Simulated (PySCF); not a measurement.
CHCl₂, SMILES Cl[CH]Cl (connectivity only; charge and spin as stated), charge +1, multiplicity 1.

Geometry: r2SCAN-D4/def2-TZVP. The multiplicity is an assumed one; other spin states were not compared. The isomer is the one that the SMILES or the coordinates give; other isomers of the formula were not compared.

The numbers are results of PBE/def2-TZVPD in PySCF, not measurements.

Symmetry labels are those of the subgroup C2v that the program uses (full group C2v).

Computed valence orbital energies around the gap with their symmetry:
```
orbital  symmetry  energy (eV)
-------  --------  -----------
HOMO−7         B2       -28.95
HOMO−6         A1       -22.93
HOMO−5         A1       -19.70
HOMO−4         B2       -19.30
HOMO−3         B1       -17.69
HOMO−2         A2       -15.50
HOMO−1         A1       -15.04
HOMO           B2       -14.92
LUMO           B1       -11.36
LUMO+1         A1        -7.41
LUMO+2         B2        -5.72
LUMO+3         A1        -5.01
```
